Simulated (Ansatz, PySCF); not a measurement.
C2H6ClFSi, SMILES F[C@@H](Cl)C[SiH3]. Atoms are numbered in the order given.

```xyz
11

F     -1.1040    -1.3631     0.3574
C     -0.9693    -0.2640    -0.4210
Cl    -1.1078     1.1939     0.6150
C      0.3539    -0.2913    -1.1411
Si     1.9019    -0.2341    -0.0350
H     -1.8317    -0.2217    -1.1039
H      0.3996     0.5514    -1.8488
H      0.3849    -1.2165    -1.7415
H      1.7593    -1.1491     1.1329
H      3.0545    -0.6870    -0.8720
H      2.1738     1.1533     0.4372
```
Charge 0, spin multiplicity 1.

Coordinates come from a PBE0-D3(BJ)/def2-SVP optimisation. The structure was generated by enumeration; whether it is a known compound was not checked. One conformer was computed; it need not be the lowest.

Two levels are set side by side: PBE-D3(BJ)/def2-SVP (Ansatz, a first-principles code) and PBE0-D3(BJ)/def2-SVP (Ansatz). Each level has its own optimised geometry; the coordinates shown are those of the second. Frequencies come from the Hessian of PySCF at each geometry. Differences are taken from unrounded values.

```tsv
quantity	PBE0-D3(BJ)
mean bond length (Å)	1.434
bond F1–C2 (Å)	1.354
bond C2–Cl3 (Å)	1.794
bond C2–C4 (Å)	1.507
bond C4–Si5 (Å)	1.903
bond C2–H6 (Å)	1.101
bond C4–H7 (Å)	1.101
bond C4–H8 (Å)	1.103
bond Si5–H9 (Å)	1.490
bond Si5–H10 (Å)	1.495
bond Si5–H11 (Å)	1.491
highest harmonic wavenumber (cm⁻¹)	3145
mean harmonic wavenumber (cm⁻¹)	1207
zero-point energy (kcal/mol)	46.58
```

What does PBE-D3(BJ) give, and how far is it from PBE0-D3(BJ)? (An estimate is asked for; the answer gives what the named calculation found.)


| quantity | PBE-D3(BJ) | PBE-D3(BJ) minus PBE0-D3(BJ) |
|---|---|---|
| mean bond length (Å) | 1.445 | 0.011 |
| bond F1–C2 (Å) | 1.368 | 0.015 |
| bond C2–Cl3 (Å) | 1.818 | 0.024 |
| bond C2–C4 (Å) | 1.515 | 0.008 |
| bond C4–Si5 (Å) | 1.915 | 0.012 |
| bond C2–H6 (Å) | 1.110 | 0.009 |
| bond C4–H7 (Å) | 1.109 | 0.008 |
| bond C4–H8 (Å) | 1.112 | 0.008 |
| bond Si5–H9 (Å) | 1.501 | 0.010 |
| bond Si5–H10 (Å) | 1.505 | 0.010 |
| bond Si5–H11 (Å) | 1.500 | 0.010 |
| highest harmonic wavenumber (cm⁻¹) | 3054 | -91 |
| mean harmonic wavenumber (cm⁻¹) | 1164 | -43 |
| zero-point energy (kcal/mol) | 44.92 | -1.66 |

Exact exchange shortens and stiffens bonds; PBE has none. Differences between two approximate levels are no errors against the true value.
